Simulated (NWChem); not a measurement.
System: SnH2O2F2; SMILES [OH][Sn]([F])([F])[OH]

```xyz
7

O     -0.7309    -1.4146     1.0909
Sn     0.0000     0.0000    -0.0285
O      0.7309     1.4146     1.0909
F     -1.3114     0.7464    -1.2201
F      1.3114    -0.7464    -1.2201
H     -0.8306    -2.2405     0.5992
H      0.8306     2.2405     0.5992
```
Atoms are numbered in this order, from 1.

Level: PBE0/def2-SVP with def2 effective core potentials on Sn (NWChem), optimised geometry, unscaled harmonic frequencies. def2 effective core potentials on Sn; no spin-orbit coupling.

Question: List the harmonic frequencies with IR intensities, and the thermochemistry.

Answer: 
```
frequency (cm⁻¹)  IR intensity (km/mol)
----------------  ---------------------
14                                  5.1
129                               152.7
143                                 0.1
177                                 1.0
184                                62.9
191                               108.0
191                                31.3
630                                 0.8
661                                74.1
671                                75.6
682                                86.2
871                                23.8
903                               113.3
3875                              235.6
3876                                2.7
```

The zero-point energy is 18.9 kcal/mol. The thermal correction to the enthalpy at 298.15 K (with zero-point energy) is 24.5 kcal/mol, the heat capacity Cv is 23.9 cal/(mol K) and the entropy at 298.15 K and 1 atm (symmetry number 2) is 91.1 cal/(mol K).

Rigid rotor and harmonic oscillator; modes under 100 cm⁻¹ make the entropy uncertain.
